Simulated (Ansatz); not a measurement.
Consider the formal exchange of groups at the Si–O bond: `O[Si]1(Cl)CN1` + CH₄ → `C[Si]1(Cl)CN1` + H₂O.

Program: Ansatz. Geometries: PBE0-D4/def2-TZVP. ΔE: electronic, gas phase. CBS: MP2 limit from def2 TZ/QZ plus the TZ coupled-cluster correction, frozen cores. This one scheme is used for every species. DFT in def2-TZVPP. One conformer a species, not always the lowest.

`O[Si]1(Cl)CN1`:

```xyz
9

O     1.978   -0.298    0.413
Si    0.408   -0.426    0.022
Cl    0.072   -2.341   -0.623
C    -0.703    0.892   -0.527
N    -0.721    0.404    0.919
H     2.549   -1.028    0.171
H    -0.430    1.940   -0.635
H    -1.563    0.616   -1.138
H    -1.590    0.241    1.397
```

CH₄:

Z-matrix (Å, degrees):
```
C
H 1 1.090
H 1 1.090 2 109.5
H 1 1.090 2 109.5 3 -120.0
H 1 1.090 2 109.5 3 120.0
```

`C[Si]1(Cl)CN1`:

Z-matrix (Å, degrees):
```
C
Si 1 1.850
H 1 1.092 2 109.9
H 1 1.092 2 110.8 3 -120.4
H 1 1.092 2 110.4 3 120.0
Cl 2 2.046 1 109.5 3 177.1
C 2 1.820 1 123.4 3 21.4
N 2 1.693 1 123.6 3 -40.3
H 7 1.091 2 118.1 1 -2.1
H 7 1.088 2 124.3 1 151.2
H 8 1.007 2 132.3 1 -2.7
```

H₂O:

```xyz
3

O    -0.065    0.182    0.338
H     0.340   -0.678    0.206
H    -0.275    0.496   -0.544
```

```csv
level,ΔE (kJ/mol)
r2SCAN-D4,102.2
PBE0-D4,92.5
r2SCAN,103.0
PBE0,94.5
CCSD(T)/def2-TZVPP,98.6
HF/def2-QZVPP,116.2
HF/CBS(def2),116.2
CCSD/CBS(def2),98.1
```

Task: What does CCSD(T)/CBS give? (Estimate.)

Result: Ansatz gave: +96.1 kJ/mol. The listed levels differ from it by 6.1, -3.6, 6.9, -1.6, 2.5, 20.1, 20.1, 2.0 kJ/mol.

Largest T1 diagnostic among the species: 0.011.

The D4 term adds −3.3 kJ/mol with B3LYP and −2.1 kJ/mol with PBE0; it sums over pairs of atoms, weighted by their polarisabilities, and B3LYP, whose exchange is more repulsive, gets the larger term. In def2-TZVPP, CCSD(T) changes the Hartree–Fock value by −17.5 kJ/mol (the triples alone add −2.0 kJ/mol) and MP2 by −17.3 kJ/mol.

B3LYP here is the variant with VWN-RPA as its local correlation; programs differ in this.
